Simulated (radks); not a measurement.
Question: Hg4+, 76 electrons, occupied as [Xe] 4f14 5d8. All-electron calculation, Dirac Kohn-Sham, PBE, spin-unpolarised, spherical densities, point nucleus; open shells fill j = l - 1/2 first. Program: a radial shooting solver on a logarithmic mesh with Libxc functionals. Some entries of the table are withheld. Estimate them.

| orbital | occ. | eigenvalue (eV) | <r> (bohr) | <r^2> (bohr^2) |
|---|---|---|---|---|
| 1s1/2 | 2 | -83099.38 | 0.01658 | 0.0003806 |
| 2s1/2 | 2 | -14757.36 | 0.06923 | 0.005736 |
| 2p1/2 | 2 | (1) | 0.05692 | 0.004054 |
| 2p3/2 | 4 | (2) | 0.06560 | 0.005240 |
| 3s1/2 | 2 | -3540.381 | (3) | 0.03723 |
| 3p1/2 | 2 | -3271.156 | 0.1704 | 0.03392 |
| 3p3/2 | 4 | -2839.627 | 0.1863 | 0.04031 |
| 3d3/2 | 4 | (4) | 0.1621 | (5) |
| 3d5/2 | 6 | (6) | 0.1670 | (7) |
| 4s1/2 | 2 | -818.0569 | 0.3990 | 0.1799 |
| 4p1/2 | 2 | -702.7161 | 0.4011 | 0.1832 |
| 4p3/2 | 4 | -598.5083 | 0.4353 | 0.2154 |
| 4d3/2 | 4 | -410.3273 | 0.4424 | 0.2263 |
| 4d5/2 | 6 | -390.9011 | 0.4535 | 0.2376 |
| 5s1/2 | 2 | -168.1072 | 0.8983 | 0.9042 |
| 4f5/2 | 6 | -148.7428 | 0.4787 | (8) |
| 4f7/2 | 8 | -144.5446 | 0.4854 | (9) |
| 5p1/2 | 2 | -129.8409 | 0.9637 | 1.047 |
| 5p3/2 | 4 | -111.1729 | 1.054 | 1.251 |
| 5d3/2 | 4 | -58.3882 | 1.318 | 1.995 |
| 5d5/2 | 4 | -56.1697 | 1.357 | 2.113 |

Answer: 
(1) 2p1/2 eigenvalue (eV): -14158.23
(2) 2p3/2 eigenvalue (eV): -12210.14
(3) 3s1/2 <r> (bohr): 0.1801
(4) 3d3/2 eigenvalue (eV): -2395.112
(5) 3d3/2 <r^2> (bohr^2): 0.03086
(6) 3d5/2 eigenvalue (eV): -2302.673
(7) 3d5/2 <r^2> (bohr^2): 0.03260
(8) 4f5/2 <r^2> (bohr^2): 0.2764
(9) 4f7/2 <r^2> (bohr^2): 0.2841
